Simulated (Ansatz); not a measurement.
CuBr₂⁻. Total charge -1; singlet. Geometry relaxed at PBE-D4/def2-TZVPD.

Cartesian coordinates in Å:
```
Cu -0.001 0.000 -0.001
Br -1.954 -0.118 1.148
Br 1.954 0.119 -1.146
```

The relaxation made no stability test and no search for a lower SCF solution. The structure comes from a short search, and lower isomers may exist.

(1) Estimate the harmonic wavenumbers at RKS PBE-D4/def2-TZVPD (Ansatz, unscaled). Is this a minimum?

Answers

(1) 81, 81, 179, 315 cm⁻¹. Yes, no mode is imaginary beyond noise. Zero-point energy 3.9 kJ/mol. Run time 17 s (4 threads of Arm Neoverse V1 on a shared host).
